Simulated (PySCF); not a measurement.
# C₆ coefficients of unlike pairs at PBE0

Calculated with PySCF 2.14 from the dipole response of each species, C₆(A,B) = (3/π) ∫ α_A(iu) α_B(iu) du, in atomic units, from isotropic polarisabilities. For ions this is the dispersion term alone; charge-induced terms of lower order in 1/R come first.

```tsv
species	configuration	basis	relativity	α (bohr³)	C₆ (like pair)
Mn	[Ar] 3d5 4s2 (6S)	aug-cc-pVTZ (8s7p5d3f2g)	none	79.76	772.7
S+	[Ne] 3s2 3p3 (4S)	aug-cc-pV(Q+d)Z (7s6p5d3f2g)	none	10.87	53.42
In(2+)	[Kr] 4d10 5s1 (2S)	aug-cc-pVQZ-PP with ECP28MDF (7s7p5d3f2g)	core potential	13.85	62.22
Te(2+)	[Kr] 4d10 5s2 5p2 (3P)	aug-cc-pwCVTZ-DK3 (10s9p7d4f1g)	spin-free X2C	14.96	100.9
```

Problem. Estimate C₆ for In(2+) with S+.

Solution. The integral gives 57.07. The combination rule 2 C_A C_B / (C_A α_B/α_A + C_B α_A/α_B) gives 56.87 and the geometric mean 57.65.

No spin-orbit coupling is included.

The other pairs:

```csv
pair,C₆
"Te(2+), S+",73.18
"S+, Mn",174.1
"Te(2+), Mn",238.2
"In(2+), Mn",197.6
"Te(2+), In(2+)",78.74
```
